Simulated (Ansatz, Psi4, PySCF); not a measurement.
C$_{3}$H$_{3}$ (SMILES [CH]1C=C1), doublet, geometry from GFN2-xTB. Base run: CCSD(T)/cc-pVDZ (PySCF).

Input for PySCF:
```python
from pyscf import gto, scf, cc

mol = gto.M(
    atom='''
C     0.01137253    0.00043044    0.89107543
C     0.06264617   -0.66008582   -0.41729858
C     0.04247067    0.66144996   -0.41767946
H    -0.79304238   -0.01164344    1.60888743
H     0.07098274   -1.56700412   -0.97228411
H     0.02312338    1.56788010   -0.97318762
''',
    basis='cc-pvdz',
    spin=1,
    verbose=4,
)

mf = scf.UHF(mol)
mf.kernel()

mycc = cc.CCSD(mf)
mycc.kernel()
et = mycc.ccsd_t()
print('E(CCSD(T)) = %.10f' % (mycc.e_tot + et))
```

The same geometry, method and basis name were run in Ansatz (an electronic-structure program) and Psi4 and PySCF, at each program's defaults and at the settings that a row names. The base is PySCF at its defaults. Differences at the defaults can come from grids, fitting, cores and function types together.

```
code and settings                                                                 ΔE vs base (mEh)  basis functions      E (Eh)  SCF cycles
--------------------------------------------------------------------------------  ----------------  ---------------  ----------  ----------
PySCF, defaults (exact integrals, spherical functions, all electrons correlated)             0.000               57  -115.62167          12
Psi4, defaults (exact integrals, spherical functions, all electrons correlated)              0.000               57  -115.62167          14
Ansatz, defaults (factorised integrals, spherical functions, frozen core)                    6.845               57  -115.61482           -
PySCF, frozen core                                                                           6.844               57  -115.61482          12
Psi4, exact integrals, spherical functions, frozen core                                      6.844               57  -115.61482          14
Ansatz, high accuracy, frozen core                                                           6.844               57  -115.61482           -
```

Open shells are given as the SCF converged; they aren't shown to be the lowest states, and a large step between rows can be another state.
